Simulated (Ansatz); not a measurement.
Isolated molecules relaxed with PBE0-D4/def2-TZVP in Ansatz; ΔE leaves out vibrations. CCSD(T)/CBS is the MP2 limit (def2-TZVPP, def2-QZVPP) plus CCSD(T) − MP2 in def2-TZVPP, frozen cores. This one scheme is used for every species. Functionals use def2-TZVPP. B3LYP here is the variant with VWN-RPA as its local correlation; programs differ in this. def2 core potentials past Kr. For Sn outer-core shells are correlated without core-valence functions, which leaves a few kJ/mol of doubt a bond. Each species was taken in one conformer, which may not be the lowest.

Reaction (redistribution): `[SiH2]` + `C[CH2][SnH2][F]` → `CC[SiH]` + `[F][SnH3]`

`[SiH2]`:

Z-matrix (Å, degrees):
```
Si
H 1 1.525
H 1 1.525 2 91.2
```

`C[CH2][SnH2][F]`:

Cartesian coordinates in Å:
```
C 0.809 -1.205 -0.339
C -0.213 -0.174 -0.797
Sn -0.578 1.320 0.685
F -1.066 0.283 2.245
H 1.785 -0.751 -0.151
H 0.951 -1.981 -1.097
H 0.493 -1.698 0.583
H 0.108 0.332 -1.712
H -1.178 -0.640 -1.013
H 0.812 2.180 1.182
H -1.924 2.335 0.415
```

`CC[SiH]`:

```xyz
9

C     0.806    0.307    0.430
C    -0.642    0.306   -0.041
Si   -1.203   -0.813   -1.458
H     0.943    0.907    1.334
H     1.468    0.721   -0.335
H     1.149   -0.708    0.640
H    -1.020    1.324   -0.188
H    -1.295   -0.113    0.754
H    -0.207   -1.932   -1.136
```

`[F][SnH3]`:

```xyz
5

F     1.613   -0.234    0.765
Sn   -0.113    0.016   -0.053
H    -1.072   -1.243    0.567
H     0.179   -0.104   -1.724
H    -0.607    1.565    0.446
```

Q: Is it downhill or uphill in electronic energy at CCSD(T)/CBS, and by how much? (An estimate is asked.)

A: Ansatz gave: Nearly level: ΔE = -1.6 kJ/mol.

Q: What do these levels give: PBE-D4, B3LYP-D4, PBE, CAM-B3LYP, MP2/def2-SVP, MP2/def2-TZVPP? (Estimate.)

A: Computed: PBE-D4 -13.0, B3LYP-D4 -8.9, PBE -13.9, CAM-B3LYP -11.8, MP2/def2-SVP -8.6, MP2/def2-TZVPP -2.4 kJ/mol.

Largest T1 diagnostic among the species: 0.014.

At CCSD(T), def2-SVP lies −5.7 kJ/mol from the extrapolated value and def2-TZVPP −1.8 kJ/mol. Leaving LDA and LC-ωPBE aside and taking each functional with its dispersion term where it has one, the values, not all of them listed here, spread over 8.6 kJ/mol, from B97M-V to B2PLYP. LDA lies −6.4 kJ/mol from PBE without D4. In def2-TZVPP, CCSD(T) changes the Hartree–Fock value by +4.7 kJ/mol (the triples alone add −0.4 kJ/mol) and MP2 by +5.6 kJ/mol.
